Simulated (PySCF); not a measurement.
Input of a response calculation (the driver script's job line, then coordinates in Å):

```
{"job": {"kind": "uv", "xc": "PBE0", "basis": "def2-SVPD", "nstates": 8, "ntriplets": 3}, "charge": 0, "multiplicity": 1}
C     -1.757350    -0.586522    -0.184493
N     -0.505416     0.145009    -0.198825
C     -0.569732     1.330597     0.630092
N      0.554220    -0.712235     0.187886
Ge     2.110270    -0.489931    -0.705053
H     -2.043139    -0.908331     0.828367
H     -2.542286     0.047979    -0.591934
H     -1.645252    -1.465729    -0.815018
H     -1.346186     1.989868     0.246576
H      0.389350     1.846457     0.574698
H     -0.787626     1.094344     1.684529
H      0.555475    -0.910460     1.188074
H      2.739044     0.874454    -0.583747
H      1.793325    -0.741137    -2.137452
H      3.050890    -1.506373    -0.145611
```

Its output, with some lines taken out ([cut]):

```
coarse grid: 52736 points
cycle   1  E = -2267.7712108751  dE = -2.594e-01  |g| = 4.720e-01  |ddm| = 4.821e+00
cycle   2  E = -2267.7608475466  dE =  1.036e-02  |g| = 5.386e-01  |ddm| = 1.374e+00
cycle   3  E = -2267.8072985656  dE = -4.645e-02  |g| = 8.219e-02  |ddm| = 7.623e-01
cycle   4  E = -2267.8086571556  dE = -1.359e-03  |g| = 2.689e-02  |ddm| = 1.310e-01
cycle   5  E = -2267.8088037777  dE = -1.466e-04  |g| = 5.115e-03  |ddm| = 3.495e-02
cycle   6  E = -2267.8088094819  dE = -5.704e-06  |g| = 9.791e-04  |ddm| = 1.323e-02
final grid: 111160 points
cycle   7  E = -2267.8088119127  dE = -2.018e-07  |g| = 8.695e-04  |ddm| = 8.769e-03
cycle   8  E = -2267.8088119128  dE = -1.501e-10  |g| = 9.134e-04  |ddm| = 2.963e-03
cycle   9  E = -2267.8088120978  dE = -1.850e-07  |g| = 1.250e-04  |ddm| = 1.375e-03
cycle  10  E = -2267.8088121012  dE = -3.371e-09  |g| = 2.233e-05  |ddm| = 1.968e-04
cycle  11  E = -2267.8088121013  dE = -9.550e-11  |g| = 6.004e-06  |ddm| = 3.275e-05
converged SCF energy = -2267.8088121013

Static polarisability (au): isotropic 74.666, principal 67.065 70.859 86.074

Singlet excitations
state   eV       nm        f      main configurations
  1   5.8363    212.4   0.02387   H->L 0.96
  2   5.9390    208.8   0.01298   H-1->L 0.94
[cut]
  4   6.5808    188.4   0.03804   H-1->L+1 0.92
[cut]
  6   7.0823    175.1   0.00388   H-1->L+2 0.80
  7   7.1047    174.5   0.01699   H->L+3 0.86
  8   7.2331    171.4   0.02196   H->L+4 0.92

Triplet excitations (Tamm-Dancoff, eV): 5.6064 5.6406 6.2857
```

The calculation used TDDFT PBE0/def2-SVPD, vertical, gas phase, core orbitals frozen in the response (PySCF). One conformer (not necessarily the lowest) at the GFN2-xTB geometry, without solvent, vibrations or thermal averaging. The PBE0/def2-SVPD calculation is non-relativistic and has no spin–orbit coupling, an omission that weighs most on germanium.

Question: What stood in the cut lines?

Answer: 
```
  3   6.4308    192.8   0.00853   H->L+1 0.92
  5   6.7982    182.4   0.02996   H->L+2 0.98
```

Question: Give the mean polarisability in Å³.

Answer: 74.67 au × 0.148185 = 11.06 Å³.

Question: How much of the mean polarisability do the listed states account for?

Answer: The sum over states Σ f/ΔE² (ΔE in hartree) gives 2.69 au, 4% of the total; the rest comes from higher roots of the same response equations.

Question: Give the energy of state 7 in hartree, cm⁻¹ and kJ/mol.

Answer: 0.26109 hartree, 57303 cm⁻¹, 685.5 kJ/mol.

Question: Which species is it?

Answer: `[NH](N(C)C)[GeH3]` (C2H10GeN2), point group C1.

The SCF starts on a coarse grid; the energy jumps when the final grid takes over, and dE counts afresh there. H and L stand for HOMO and LUMO.

Time: 29 s wall; peak memory 0.75 GiB. Hardware: one thread of an Arm Neoverse V1 (shared host).

Shape of the structure used: `[CH3:1][N:2]([CH3:3])[NH:4][GeH3:5]`: C1–N2–N4–Ge5 141°.
